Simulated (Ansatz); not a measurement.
Consider the redistribution: `CB1O[SiH2]1` + `SBS` → `B1O[SiH2]1` + `CSBS`.

Gas-phase electronic energies from Ansatz, PBE0-D4/def2-TZVP geometries. CCSD(T)/CBS is the MP2 limit (def2-TZVPP, def2-QZVPP) plus CCSD(T) − MP2 in def2-TZVPP, frozen cores. One conformer a species, not always the lowest.

`CB1O[SiH2]1`:

Cartesian coordinates in Å:
```
C 1.412 0.609 -0.555
B 0.065 -0.007 -0.114
O -0.850 -0.779 -0.729
Si -1.479 -0.521 0.883
H 1.664 0.354 -1.587
H 2.217 0.268 0.102
H 1.379 1.698 -0.456
H -2.785 0.182 0.841
H -1.623 -1.804 1.614
```

`SBS`:

Cartesian coordinates in Å:
```
S -0.192 1.784 -0.304
B -0.440 0.061 0.081
S 0.888 -1.133 0.031
H 1.125 1.751 -0.576
H -1.547 -0.257 0.377
H 0.166 -2.206 0.391
```

`B1O[SiH2]1`:

Cartesian coordinates in Å:
```
B 1.107 -0.039 -0.319
O 0.435 -0.988 0.346
Si -0.719 0.302 0.073
H 2.236 0.015 -0.689
H -1.207 0.868 1.352
H -1.852 -0.158 -0.764
```

`CSBS`:

```xyz
9

C    -1.296   -0.917    0.461
S    -0.171    0.460    0.804
B     0.923    0.446   -0.593
S     2.261    1.615   -0.783
H    -1.999   -0.971    1.291
H    -0.745   -1.854    0.397
H    -1.845   -0.740   -0.462
H     0.797   -0.359   -1.464
H     2.076    2.320    0.349
```

```tsv
level	ΔE (eV)
SCS-MP2/def2-TZVPP	0.67
CCSD/CBS(def2)	0.69
```

Q: What does CCSD(T)/CBS give? (Best estimate.)

A: The calculation gave: +0.67 eV. The listed levels differ from it by 0.00, 0.02 eV.

Largest T1 diagnostic among the species: 0.017.

At CCSD(T), def2-SVP lies +0.10 eV from the extrapolated value and def2-TZVPP +0.03 eV. Leaving LDA and LC-ωPBE aside and taking each functional with its dispersion term where it has one, the values, not all of them listed here, spread over 0.12 eV, from revPBE-D4 to B97M-V. LDA lies +0.06 eV from PBE without D4.
